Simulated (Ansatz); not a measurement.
Geometry optimisation, RHF/def2-SVP (Ansatz).

The input (input.yaml):

```yaml
crystal:
  periodic: [false, false, false]
  atoms:
    - { symbol: Ti, position_ang: [-0.490166, -0.169337, -0.750753] }
    - { symbol: F, position_ang: [0.07516, 1.149652, 1.920757] }
    - { symbol: O, position_ang: [0.899078, -0.80515, 0.072405] }
    - { symbol: H, position_ang: [1.594294, -0.877349, 0.708194] }
    - { symbol: Cl, position_ang: [-0.822012, 1.992446, -1.196502] }
    - { symbol: Cl, position_ang: [-1.369719, -1.608218, -2.200658] }
    - { symbol: Si, position_ang: [-2.338632, -0.462291, 0.889558] }
    - { symbol: H, position_ang: [-3.630593, -0.608579, 0.187535] }
    - { symbol: H, position_ang: [-2.060313, -1.649866, 1.729032] }
    - { symbol: H, position_ang: [-2.463683, 0.718575, 1.785204] }
    - { symbol: H, position_ang: [-0.798213, 1.368016, 2.062429] }
basis:
  gaussian: { orbitals: def2-SVP }
hamiltonian:
  xc: hf
relax:
  f_tol: 0.03
  max_steps: 50
output:
  orbitals: {}
```

Run as:

```bash
$ ansatz run input.yaml --threads 4 --pin off --max-ram 5120MiB --backend cpu --events-out ev --progress --plain --runs-dir out
```

Q: Where does it end, and by what steps?

A: It converged. After 27 steps the energy has fallen by 0.320 eV; H11 moved furthest, 1.60 Å.

```csv
step,energy less start (eV),largest force component (eV/Å),accepted
0,0.0000,0.811,yes
1,-0.0883,0.764,yes
2,-0.1173,1.341,yes
3,-0.1146,1.719,no
4,-0.1473,1.043,yes
5,-0.1677,0.889,yes
6,-0.1948,0.291,yes
7,-0.2147,0.082,yes
8,-0.2187,0.956,yes
9,-0.2149,1.558,no
10,-0.2494,0.419,yes
11,-0.2653,0.099,yes
12,-0.2741,0.254,yes
13,-0.2798,0.607,yes
14,-0.2842,0.497,yes
15,-0.2961,0.151,yes
16,-0.3102,0.164,yes
17,-0.3126,0.249,yes
18,-0.3141,0.179,yes
19,-0.3157,0.069,yes
20,-0.3164,0.154,yes
21,-0.3151,0.412,no
22,-0.3180,0.078,yes
23,-0.3187,0.050,yes
24,-0.3191,0.136,yes
25,-0.3193,0.064,yes
26,-0.3195,0.042,yes
27,-0.3197,0.022,yes
```

```xyz
11
Properties=species:S:1:pos:R:3
Ti -0.631 -0.271 -0.683
F 0.914 1.729 2.005
O 0.585 -0.727 0.476
H 1.063 -0.435 1.242
Cl -1.007 1.951 -0.737
Cl -1.093 -1.636 -2.386
Si -2.648 -0.851 0.778
H -3.886 -0.485 0.057
H -2.595 -2.303 1.046
H -2.521 -0.078 2.032
H 0.416 2.154 1.378
```

The run took 75 s on 4 threads of Arm Neoverse V1, with other jobs on the host, peak memory 0.39 GiB.
